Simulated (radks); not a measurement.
Valence configurations of the molybdenum ion Mo2+ (all share [Kr]). Method: Dirac Kohn-Sham, BLYP, spin-unpolarised, spherical densities, finite nucleus; open shells fill j = l - 1/2 first; Fermi nuclear charge, rms radius 4.4091 fm; computed with a radial shooting solver on a logarithmic mesh with Libxc functionals. Energies are relative to 4d4; eigenvalues in eV.

4d4: E (eV) 0.000; e(4d3/2) -20.813
4d3.5 5s0.5: E (eV) 1.656; e(4d3/2) -22.235; e(5s1/2) -18.552
4d3 5s1: E (eV) 3.691; e(4d3/2) -23.713; e(5s1/2) -19.245
4d3 5p1: E (eV) 8.843; e(4d3/2) -24.648; e(5p1/2) -14.658
4d3.5 5p0.5: E (eV) 4.141; e(4d3/2) -22.710; e(5p1/2) -13.881
4d2.5 5s0.5 5p1: E (eV) 11.449; e(4d3/2) -26.164; e(5p1/2) -15.170; e(5s1/2) -20.531
4d2 5p2: E (eV) 20.052; e(4d3/2) -28.607; e(5p1/2) -16.152
5s2 5p2: E (eV) 37.486; e(5p1/2) -18.163; e(5s1/2) -24.443

NIST lists [Kr] 4d4 as the ground configuration; this level of theory agrees among the configurations tried. The energies are those of spherical spin-averaged densities, not of single terms.
